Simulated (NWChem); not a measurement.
Everything below was run with NWChem. System: AuCl, charge 0, spin multiplicity 1, at a geometry optimised with PBE0/def2-SVP with def2 effective core potentials on Au. The structure started from a generated list of species. Level: MP2/def2-TZVP with def2 effective core potentials on Au, 9 core orbitals frozen.

The NWChem input:

```
start mol
memory heap 200 mb stack 900 mb global 1100 mb
geometry units angstroms nocenter noautoz
  Au     0.000000     0.000000    -0.398964
  Cl     0.000000     0.000000     1.854009
  symmetry group C2v
end
basis spherical
  * library def2-tzvp
end
ecp
  Au library def2-ecp
end
scf
  rhf
  nopen 0
  maxiter 100
  thresh 1e-7
  semidirect memsize 60000000 filesize 0
end
mp2
  freeze core 9
end
task mp2 energy
```

NWChem printed:

```
             Northwest Computational Chemistry Package (NWChem) 7.3.0
             --------------------------------------------------------

                                NWChem Input Module
                                -------------------

 Scaling coordinates for geometry "geometry" by  1.889725989
 (inverse scale =  0.529177249)

 Turning off AUTOSYM since
 SYMMETRY directive was detected!

                             Geometry "geometry" -> ""
                             -------------------------

 Output coordinates in angstroms (scale by  1.889725989 to convert to a.u.)

  No.       Tag          Charge          X              Y              Z
 ---- ---------------- ---------- -------------- -------------- --------------
    1 Au                  79.0000     0.00000000     0.00000000    -0.39896400
    2 Cl                  17.0000     0.00000000     0.00000000     1.85400900

 Effective nuclear repulsion energy (a.u.)     315.4432145466

            Nuclear Dipole moment (a.u.)
            ----------------------------
        X                 Y               Z
 ---------------- ---------------- ----------------
     0.0000000000     0.0000000000    -0.0000056692

      Symmetry information
      --------------------

 Group name             C2v
 Group number             16
 Group order               4
 No. of unique centers     2

      Symmetry unique atoms

     1    2


 Summary of "ao basis" -> "" (spherical)
 ------------------------------------------------------------------------------
       Tag                 Description            Shells   Functions and Types
 ---------------- ------------------------------  ------  ---------------------
 *                         def2-tzvp                  on all atoms

 Summary of "ao basis" -> "ao basis" (spherical)
 ------------------------------------------------------------------------------
       Tag                 Description            Shells   Functions and Types
 ---------------- ------------------------------  ------  ---------------------
 Au                        def2-tzvp                14       40   6s4p3d1f
 Cl                        def2-tzvp                13       37   5s5p2d1f

                                 NWChem SCF Module
                                 -----------------

  ao basis        = "ao basis"
  functions       =    77
  atoms           =     2
  closed shells   =    18
  open shells     =     0
  charge          =   0.00
  wavefunction    = RHF
  use symmetry    = T
  symmetry adapt  = T

 Summary of "ao basis" -> "ao basis" (spherical)
 ------------------------------------------------------------------------------
       Tag                 Description            Shells   Functions and Types
 ---------------- ------------------------------  ------  ---------------------
 Au                        def2-tzvp                14       40   6s4p3d1f
 Cl                        def2-tzvp                13       37   5s5p2d1f

      Symmetry analysis of basis
      --------------------------

        a1         34
        a2          7
        b1         18
        b2         18

 Forming initial guess at       0.1s

      Superposition of Atomic Density Guess
      -------------------------------------

 Sum of atomic energies:        -611.95804867

      Non-variational initial energy
      ------------------------------

 Total energy =    -594.124224
 1-e energy   =   -1023.513981
 2-e energy   =     353.523667
 HOMO         =      -0.406863
 LUMO         =      -0.185117

      Symmetry analysis of molecular orbitals - initial
      -------------------------------------------------

 !! scf_movecs_sym_adapt:   50 vectors were symmetry contaminated

  Symmetry fudging

 !! scf_movecs_sym_adapt:   50 vectors were symmetry contaminated

  Numbering of irreducible representations:

     1 a1          2 a2          3 b1          4 b2

  Orbital symmetries:

     1 a1          2 a1          3 a1          4 b2          5 b1
     6 a1          7 a1          8 b1          9 b2         10 a1
    11 a1         12 b2         13 b1         14 a1         15 a2
    16 a1         17 b2         18 b1         19 a1         20 b1
    21 b2         22 a1         23 a1         24 a1         25 a2
    26 a1         27 b2         28 b1

 Starting SCF solution at       1.4s

 ----------------------------------------------
         Quadratically convergent ROHF

 Convergence threshold     :          1.000E-07
 Maximum no. of iterations :          100
 Final Fock-matrix accuracy:          1.000E-09
 ----------------------------------------------

              iter       energy          gnorm     gmax       time
             ----- ------------------- --------- --------- --------
                 1     -594.3027030841  6.19D-01  1.46D-01      1.4
                 2     -594.3220620606  1.74D-01  4.67D-02      1.4
                 3     -594.3262304135  1.32D-02  4.56D-03      1.5
                 4     -594.3262647738  1.04D-04  2.79D-05      1.6
                 5     -594.3262647750  3.78D-09  1.40D-09      1.8

       Final RHF  results
       ------------------

         Total SCF energy =   -594.326264774994
      One-electron energy =  -1026.059853042879
      Two-electron energy =    355.867498693398
 Nuclear repulsion energy =     75.866089574488

        Time for solution =      0.4s

       Symmetry analysis of molecular orbitals - final
       -----------------------------------------------

  Numbering of irreducible representations:

     1 a1          2 a2          3 b1          4 b2

  Orbital symmetries:

     1 a1          2 a1          3 a1          4 b2          5 b1
     6 a1          7 a1          8 b2          9 b1         10 a1
    11 a1         12 b2         13 b1         14 a1         15 a2
    16 a1         17 b2         18 b1         19 a1         20 b1
    21 b2         22 a1         23 a1         24 a1         25 a1
    26 a2         27 b1         28 b2

             Final eigenvalues
             -----------------

              1
    1 -104.7817
    2  -10.5086
    3   -7.9754
    4   -7.9742
    5   -7.9742
    6   -4.7473
    7   -2.7927
    8   -2.7817
    9   -2.7817
   10   -1.0225
   11   -0.5496
   12   -0.5337
   13   -0.5337
   14   -0.5035
   15   -0.5035
   16   -0.4015
   17   -0.3984
   18   -0.3984
   19   -0.0262
   20    0.0696
   21    0.0696
   22    0.1376
   23    0.2451
   24    0.3814
   25    0.3923
   26    0.3923
   27    0.4241
   28    0.4241

                       ROHF Final Molecular Orbital Analysis
                       -------------------------------------

 Vector   16  Occ=2.000000D+00  E=-4.014985D-01  Symmetry=a1
              MO Center=  2.3D-16, -7.8D-16,  7.0D-01, r^2= 2.6D+00
   Bfn.  Coefficient  Atom+Function         Bfn.  Coefficient  Atom+Function
  ----- ------------  ---------------      ----- ------------  ---------------
    21     -0.384933  1 Au d  0              57     -0.369359  2 Cl pz
     5      0.357780  1 Au s                  3     -0.295939  1 Au s
    60     -0.284177  2 Cl pz                 2      0.183661  1 Au s
    26     -0.180697  1 Au d  0              54     -0.159715  2 Cl pz

 Vector   17  Occ=2.000000D+00  E=-3.984287D-01  Symmetry=b2
              MO Center=  8.6D-32,  3.6D-16,  1.5D+00, r^2= 2.0D+00
   Bfn.  Coefficient  Atom+Function         Bfn.  Coefficient  Atom+Function
  ----- ------------  ---------------      ----- ------------  ---------------
    56      0.498645  2 Cl py                59      0.371725  2 Cl py
    20     -0.292074  1 Au d -1              53      0.235126  2 Cl py
    47     -0.184026  2 Cl py

 Vector   18  Occ=2.000000D+00  E=-3.984287D-01  Symmetry=b1
              MO Center=  1.6D-16,  1.3D-31,  1.5D+00, r^2= 2.0D+00
   Bfn.  Coefficient  Atom+Function         Bfn.  Coefficient  Atom+Function
  ----- ------------  ---------------      ----- ------------  ---------------
    55      0.498645  2 Cl px                58      0.371725  2 Cl px
    22      0.292074  1 Au d  1              52      0.235126  2 Cl px
    46     -0.184026  2 Cl px

 Vector   19  Occ=0.000000D+00  E=-2.619280D-02  Symmetry=a1
              MO Center=  4.3D-15,  3.2D-15, -1.2D+00, r^2= 4.3D+00
   Bfn.  Coefficient  Atom+Function         Bfn.  Coefficient  Atom+Function
  ----- ------------  ---------------      ----- ------------  ---------------
     6      0.833360  1 Au s                 18     -0.379787  1 Au pz
    60      0.285265  2 Cl pz                 3     -0.273914  1 Au s
     5      0.186693  1 Au s                  2      0.173031  1 Au s
    45     -0.169868  2 Cl s                 57      0.166042  2 Cl pz

 Vector   20  Occ=0.000000D+00  E= 6.957797D-02  Symmetry=b1
              MO Center= -4.3D-15, -5.2D-30, -5.7D-01, r^2= 7.8D+00
   Bfn.  Coefficient  Atom+Function         Bfn.  Coefficient  Atom+Function
  ----- ------------  ---------------      ----- ------------  ---------------
    16      1.040679  1 Au px                58     -0.238752  2 Cl px

 Vector   21  Occ=0.000000D+00  E= 6.957797D-02  Symmetry=b2
              MO Center= -4.9D-30, -2.4D-15, -5.7D-01, r^2= 7.8D+00
   Bfn.  Coefficient  Atom+Function         Bfn.  Coefficient  Atom+Function
  ----- ------------  ---------------      ----- ------------  ---------------
    17      1.040679  1 Au py                59     -0.238752  2 Cl py

 center of mass
 --------------
 x =   0.00000000 y =   0.00000000 z =  -0.11203018

 moments of inertia (a.u.)
 ------------------
         538.290172519765           0.000000000000           0.000000000000
           0.000000000000         538.290172519765           0.000000000000
           0.000000000000           0.000000000000           0.000000000000

  Mulliken analysis of the total density
  --------------------------------------

    Atom       Charge   Shell Charges
 -----------   ------   -------------------------------------------------------
    1 Au  19    18.43   0.03 -0.45  1.64  0.78  0.38  0.10  2.61  2.85  0.58  0.07  6.42  2.89  0.53  0.01
    2 Cl  17    17.57   2.01  0.45  1.52  1.07  0.92  4.18  1.69  1.06  2.84  1.79  0.01  0.03  0.00

       Multipole analysis of the density wrt the origin
       ------------------------------------------------

     L   x y z        total         open         nuclear
     -   - - -        -----         ----         -------
     0   0 0 0     -0.000000      0.000000     36.000000

     1   1 0 0     -0.000000      0.000000      0.000000
     1   0 1 0      0.000000      0.000000      0.000000
     1   0 0 1     -2.203140      0.000000     45.235953

     2   2 0 0    -26.095078      0.000000      0.000000
     2   1 1 0      0.000000      0.000000      0.000000
     2   1 0 1      0.000000      0.000000      0.000000
     2   0 2 0    -26.095078      0.000000      0.000000
     2   0 1 1     -0.000000      0.000000      0.000000
     2   0 0 2    -28.117086      0.000000    219.474800

                   NWChem MP2 Semi-direct Energy/Gradient Module
                   ---------------------------------------------

  Basis functions       =     77
  Molecular orbitals    =     77
  Frozen core           =      9
  Frozen virtuals       =      0
  Active alpha occupied =      9
  Active beta occupied  =      9
  Active alpha virtual  =     59
  Active beta virtual   =     59
  Use MO symmetry       = T
  Use skeleton AO sym   = T

  AO/Fock/Back tols     =   1.0D-09  1.0D-09  1.0D-09

 GA uses MA = F    GA memory limited = T

 Available:
  local mem=  1.26D+08
 global mem=  1.44D+08
 local disk=  0.00D+00
  mp2_memr nvloc                    59
  nvloc new                    59
   1 passes of   9:        4194304                      38634                   5386698.
   1 passes of   9: M    126139807           G      144167342           F     121945503.

 Semi-direct pass number   1 of   1  for RHF alpha+beta  at        1.9s
  vrange nnbf                  2978
  mp2_eaftype                    20  avail_ma_in_mb                  1099
 EAF : mp2_eaftype filesize          20    2693349.
  mp2_eaf for mointskh                     20
Node 0 wrote     12.7 Mb in      0.0 s     Agg I/O rate:  1810.7 Mb/s
 Done moints_semi at        4.9s
  mp2_eaftype                    20  avail_ma_in_mb                  1079
 EAF : mp2_eaftype filesize          20    2693349.
  mp2_eaf for kh                    20
 Done maket at        5.1s
 Done multipass loop at        5.1s

          -------------------------------------------
          SCF energy                -594.326264774994
          Correlation energy          -0.478126010330
          Singlet pairs               -0.252068164538
          Triplet pairs               -0.226057845792
          Total MP2 energy          -594.804390785324
          -------------------------------------------

          ---------------------------------------------------
                    Spin Component Scaled (SCS) MP2
          Same spin pairs                     -0.150705230528
          Same spin scaling factor             0.333333333333
          Opposite spin pairs                 -0.327420779802
          Opposite spin scaling fact.          1.200000000000
          SCS-MP2 correlation energy          -0.443140012605
          Total SCS-MP2 energy              -594.769404787599
          ---------------------------------------------------

 -----------------------
 Performance information
 -----------------------

 Timer overhead =  1.88D-07 seconds/call

               Nr. of calls         CPU time (s)                 Wall time (s)                GFlops
             ---------------    -------------------     ------------------------------   -------------------
Name         Min   Avg   Max    Min     Avg     Max     Min     Avg     Max   Mx/calls   Min     Max     Sum
mp2: moin     1     1     1    3.0     3.0     3.0      3.0     3.0     3.0     3.0      0.0     0.0     0.0
mp2: make     1     1     1   0.13    0.13    0.13     0.13    0.13    0.13    0.13      0.0     0.0     0.0
mp2: tota     1     1     1    3.2     3.2     3.2      3.2     3.2     3.2     3.2      0.0     0.0     0.0

 The average no. of pstat calls per process was 3.00D+00
 with a timing overhead of 5.65D-07s

 Task  times  cpu:        5.0s     wall:        5.0s

 Total times  cpu:        5.1s     wall:        5.1s
```
